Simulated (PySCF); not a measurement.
Planning a geometry optimisation on [Mo(NMe)(eg)2]- (`C[N]=[Mo-]12([O]CC[O]1)[O]CC[O]2`) [radical].

Method: PBE0-D3(BJ)/def2-SVP geometry optimisation, gas phase, def2 core potentials past Kr (PySCF 2.14.0). Work: geometry optimisation from a GFN2-xTB start shaken at random, density fitting, unrestricted. The command runs a driver script over a list of jobs; the input below is this job's line of settings and its coordinates in Å.

Command:
```bash
OMP_NUM_THREADS=1 python probes_run.py task.json out
```

Input:
```
{"job": {"xc": "PBE0", "basis": "def2-SVP", "d3": "d3bj", "grid": 1, "maxiter": 40, "shake": 0.03, "kind": "geom"}, "charge": -1, "multiplicity": 2}
Mo     0.061430    -0.076160    -0.094430
N     -0.015610    -0.021320     1.630540
C     -0.061110    -0.020820     3.022390
H     -0.921970    -0.127150     3.436040
H      0.601640    -0.860270     3.416970
H      0.392750     0.941180     3.451560
O      1.935500     0.116250    -0.677730
C      2.462120     1.415430    -0.696280
C      1.307370     2.370420    -1.128030
O      0.083700     1.827660    -0.788020
H      3.288990     1.448450    -1.303090
H      2.726130     1.694990     0.370520
H      1.282050     2.469330    -2.321030
H      1.393730     3.379410    -0.738560
O     -1.921800    -0.149680    -0.672310
C     -2.416780    -1.352490    -0.669870
C     -1.305910    -2.307780    -1.217830
O     -0.119000    -1.809600    -0.817780
H     -3.322990    -1.468990    -1.332460
H     -2.780510    -1.682340     0.350260
H     -1.414430    -2.405440    -2.347960
H     -1.419320    -3.426100    -0.829920
```

Hardware: an Intel Xeon Platinum 8488C with one thread, shared host with 96 logical CPUs at a one-minute load of 92. PySCF's memory limit was set to 2400 MB.

The basis has 226 functions.

How long does the run take?

About 17 min. The run took 10 energy-and-gradient evaluations and 83 SCF cycles, 1.7 min an evaluation on average.

How much memory does it need at the peak?

About 1.5 GiB. Peak memory is the resident size of the whole Python process, interpreter and libraries included.

At this speed, how long would 100 such jobs take on 96 cores, one job a core?

100/96 gives 2 rounds of 17 min, about 34 min of wall time and 28 core-hours, if the jobs don't slow each other.

Times come from a shared host and carry two figures at best.

The run converged: final energy -620.13890 Eh after 9 steps.
